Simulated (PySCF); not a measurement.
PySCF input:

```python
from pyscf import gto, scf, mp, cc as ccmod

mol = gto.M(
    atom='''
    S    -0.09782461   -0.09810101    0.09697156
    O     0.68360418    0.67265921    1.06164456
    O     0.67909813   -1.05375380   -0.68942216
    O    -1.05572735    0.68893691   -0.67652048
    H    -0.89060598   -0.89312236    0.88283969
    ''',
    basis='cc-pvdz',
    charge=-1,
    spin=0,
    verbose=4,
)

mf = scf.RHF(mol)
mf.conv_tol = 1e-10
mf.max_cycle = 100
mf.kernel()
mp2 = mp.MP2(mf, frozen=8).run()
cc = ccmod.CCSD(mf, frozen=8)
cc.max_cycle = 100
cc.kernel()
et = cc.ccsd_t()
print(f'E(CCSD(T)) = {cc.e_tot + et:.9f}')
```

**Question.** Predict the final energy.

**Answer.** -623.37023 Eh (CCSD(T)/cc-pVDZ).

It need not be the lowest isomer of its formula.
